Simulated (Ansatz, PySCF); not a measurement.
Species: CH3AlF, charge 0, multiplicity 2. It need not be the lowest isomer of its formula. SMILES: [CH3][Al][F]
Geometry from a B3LYP-D3(BJ)/def2-TZVP (Ansatz, a program for electronic structure) optimisation:
```xyz
6

Al     0.5137    -0.1059     0.2760
C     -0.0666     1.3295    -0.9526
H     -0.9280     1.8408    -0.5137
H     -0.3838     0.8772    -1.8965
H      0.7177     2.0590    -1.1523
F     -0.6316    -1.2642     0.6323
```
Charge 0, spin multiplicity 2.

Property: atomisation energy (electronic, to ground-state atoms), in kcal/mol. Correlated levels leave the core frozen unless marked. Open shells are spin-unrestricted. Spin-orbit coupling is left out. Non-relativistic unless marked X2C. The coupled-cluster limit lacks core correlation, which all-electron functionals hold. CBS marks a two-point X^-3 extrapolation of the correlation energy; Hartree-Fock from the larger set. [CCSD(T)-MP2]/basis is that difference in the basis named.

| level | program | atomisation energy (kcal/mol) |
|---|---|---|
| HF/cc-pV(T+d)Z | Ansatz | 384.7 |
| HF/cc-pV(Q+d)Z | Ansatz | 387.1 |
| M06-L-D4/def2-TZVPD | PySCF + dftd4 | 502.2 |
| PBE0/STO-3G | Ansatz | 604.7 |
| PBE0-D4/def2-TZVPD | Ansatz + dftd4 | 502.0 |
| wB97X/def2-TZVPD | Ansatz | 502.9 |
| B2GP-PLYP-D4/def2-TZVPD | Ansatz + dftd4 | 498.4 |
| B2PLYP-D4/def2-TZVPD | Ansatz + dftd4 | 499.6 |
| RI-MP2/CBS(aug-cc-pV(T+d)Z,aug-cc-pV(Q+d)Z) | Ansatz | 517.1 |
| RI-MP2/CBS(cc-pV(T+d)Z,cc-pV(Q+d)Z) | Ansatz | 516.7 |
| SCS-MP2/cc-pV(T+d)Z | Ansatz | 497.0 |
| CCSD(T)/6-31G | Ansatz | 422.8 |
| CCSD(T)/aug-cc-pV(D+d)Z | Ansatz | 472.6 |
| X2C-CCSD(T)/cc-pVTZ-DK | Ansatz | 488.6 |
| RI-MP2/CBS(cc-pV(T+d)Z,cc-pV(Q+d)Z)+[CCSD(T)-MP2]/cc-pV(T+d)Z | Ansatz | 505.0 |
